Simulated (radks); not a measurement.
The numbers below are computed, except where a source is named.
Ionisation of Os2+, [Xe] 4f14 5d6, to Os3+, [Xe] 4f14 5d5, under several functionals. Dirac Kohn-Sham, spin-unpolarised, spherical densities, finite nucleus; open shells fill j = l - 1/2 first; a radial shooting solver on a logarithmic mesh with Libxc functionals.

functional	E(Os2+) (hartree)	Exc (hartree)	IE (eV)	-e(HOMO) (eV)	<r> HOMO (bohr)	IE error (eV)
exchange-only B88	-17274.6445	-337.2952	27.041	21.223	1.745	+2.041
PW91	-17279.4083	-342.1193	28.205	22.339	1.729	+3.205
AM05	-17268.2156	-330.8258	28.139	22.271	1.724	+3.139
RPBE	-17278.2190	-340.9186	28.029	22.166	1.727	+3.029
Wu-Cohen GGA	-17276.5203	-339.2049	28.163	22.299	1.725	+3.163
BLYP	-17278.6932	-341.3758	28.048	22.191	1.737	+3.048
OLYP	-17283.8678	-346.7892	28.075	22.176	1.718	+3.075
revPBE	-17278.0746	-340.7734	28.034	22.171	1.726	+3.034
LDA (Slater exchange, Perdew-Zunger correlation)	-17267.8225	-330.4202	28.430	22.563	1.730	+3.430

NIST Atomic Spectra Database: 25 eV (theoretical). Closest: exchange-only B88. The Delta-SCF values span 1.39 eV, the total energies 16.05 hartree. The highest occupied level is 5d5/2. Spin polarisation and multiplet splitting are left out, so open shells lie too high by an amount that depends on their filling.

Beside tabulated values, note that spin-unpolarised runs miss the spin-polarisation part of the exchange energy of open shells.
